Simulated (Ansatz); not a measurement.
C2H7NOSi can be A, `NC1CO[SiH2]1`, or B, `NC1([SiH3])CO1`.

Program: Ansatz. Geometries: PBE0-D4/def2-TZVP. ΔE: electronic, gas phase. CBS: MP2 limit from def2 TZ/QZ plus the TZ coupled-cluster correction, frozen cores. DFT in def2-TZVPP. Each species was taken in one conformer, which may not be the lowest.

A:

Z-matrix (Å, degrees):
```
C
C 1 1.559
Si 1 2.275 2 55.2
O 1 1.445 2 101.6 3 8.2
H 1 1.096 2 111.2 3 -109.2
H 1 1.094 2 114.9 3 126.3
N 2 1.439 1 120.9 3 122.1
H 2 1.094 1 109.9 3 -109.6
H 3 1.487 1 132.1 2 93.1
H 3 1.492 1 118.8 2 -97.3
H 7 1.012 2 112.1 1 -55.5
H 7 1.013 2 112.0 1 65.9
```

B:

```xyz
12

N    -0.2463    0.2908   -1.5533
C     0.0003    0.2377   -0.1666
Si   -0.6698   -1.2888    0.7118
C     1.1664    0.9263    0.3807
O    -0.1225    1.4632    0.6095
H    -1.2358    0.2868   -1.7636
H     0.1796    1.0966   -1.9946
H    -0.3978   -1.1536    2.1639
H    -0.0191   -2.5155    0.1849
H    -2.1357   -1.3811    0.4748
H     1.7944    1.4960   -0.3040
H     1.6864    0.5415    1.2565
```

(1) Which isomer does CCSD(T)/CBS put lower? Give the gap. (Estimate.)

(2) Give E(B) − E(A) in kcal/mol with B2PLYP, ωB97M-V, PBE-D4, MP2/def2-TZVPP, PBE0-D4, r2SCAN-D4, CCSD(T)/def2-TZVPP. (An estimate is asked.)

(3) Does the order hold for the free energy at 298.15 K (harmonic terms from PBE0-D4)? (An estimate is asked.)

Largest T1 diagnostic: 0.012.

Results:

(1) The calculation gave: A, by 33.6 kcal/mol.

(2) The calculation gave: B2PLYP 32.5, ωB97M-V 33.1, PBE-D4 29.1, MP2/def2-TZVPP 33.3, PBE0-D4 31.8, r2SCAN-D4 30.9, CCSD(T)/def2-TZVPP 32.8. None reverses the order clearly.

(3) The calculation gave: Yes: G(B) − G(A) = +30.6 kcal/mol, for one conformer each.

From r2SCAN to r2SCAN0 (25 % exact exchange), in def2-TZVPP and without D4, E(B) − E(A) moves by +2.0 kcal/mol. At CCSD(T), def2-SVP lies −7.1 kcal/mol from the extrapolated value and def2-TZVPP −0.8 kcal/mol.
